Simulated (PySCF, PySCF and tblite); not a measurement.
One step of a conformer study of C₉H₅ClOS, numbered as in [O:1]=[CH:2][c:3]1[cH:4][c:5]2[cH:6][cH:7][cH:8][c:9]([Cl:10])[c:11]2[s:12]1: PBE0/def2-SVP single-point energy, IEF-PCM dichloromethane in PySCF; conformer with 0°.

Torsions listed: O1–C2–C3–S12.

Input:

```
{"job": {"xc": "PBE0", "basis": "def2-SVP", "solvent": "dichloromethane", "kind": "sp"}, "charge": 0, "multiplicity": 1}
O      4.295269     1.008261     0.053482
C      3.552484     0.060375     0.077272
C      2.108020     0.118761    -0.022448
C      1.236590    -0.934794     0.000110
C     -0.117347    -0.537528    -0.118910
C     -1.275546    -1.324798    -0.135341
C     -2.500719    -0.715755    -0.260958
C     -2.610979     0.672793    -0.372714
C     -1.482275     1.465352    -0.359144
Cl    -1.597756     3.181315    -0.496208
C     -0.231096     0.867066    -0.232538
S      1.305642     1.661016    -0.192154
H      3.935078    -0.975115     0.182442
H      1.549230    -1.959443     0.098371
H     -1.191491    -2.396921    -0.049195
H     -3.400698    -1.310854    -0.274827
H     -3.581405     1.132300    -0.470051
```

Launched as:

```sh
OMP_NUM_THREADS=1 python ens_run.py task.json out
```

Output (atoms count from 0 there):

```
coarse grid: 17208 points
cycle   1  E = -1277.9695754096  dE =  2.470e+00  |g| = 7.667e-01  |ddm| = 5.684e+00
cycle   2  E = -1277.6387238839  dE =  3.309e-01  |g| = 1.483e+00  |ddm| = 3.116e+00
cycle   3  E = -1278.0941140708  dE = -4.554e-01  |g| = 1.087e-01  |ddm| = 2.320e+00
cycle   4  E = -1278.0957768357  dE = -1.663e-03  |g| = 7.352e-02  |ddm| = 2.108e-01
cycle   5  E = -1278.0971647421  dE = -1.388e-03  |g| = 1.883e-02  |ddm| = 1.137e-01
cycle   6  E = -1278.0972550069  dE = -9.026e-05  |g| = 6.172e-03  |ddm| = 2.990e-02
cycle   7  E = -1278.0972643047  dE = -9.298e-06  |g| = 1.440e-03  |ddm| = 8.847e-03
final grid: 162432 points
cycle   8  E = -1278.2463487802  dE = -1.167e-05  |g| = 1.308e-02  |ddm| = 4.812e-02
cycle   9  E = -1278.2462680216  dE =  8.076e-05  |g| = 2.323e-02  |ddm| = 4.205e-02
cycle  10  E = -1278.2463893124  dE = -1.213e-04  |g| = 2.302e-03  |ddm| = 2.829e-02
cycle  11  E = -1278.2463905414  dE = -1.229e-06  |g| = 3.100e-04  |ddm| = 3.134e-03
cycle  12  E = -1278.2463905639  dE = -2.250e-08  |g| = 1.136e-04  |ddm| = 5.727e-04
cycle  13  E = -1278.2463905668  dE = -2.880e-09  |g| = 4.542e-05  |ddm| = 1.689e-04
cycle  14  E = -1278.2463905673  dE = -5.275e-10  |g| = 1.208e-05  |ddm| = 6.884e-05
converged SCF energy = -1278.2463905673
```

It took 21 s on 1 thread of Arm Neoverse V1, shared host (rough), peak memory 0.89 GiB, launched as `OMP_NUM_THREADS=1 python ens_run.py task.json out`.
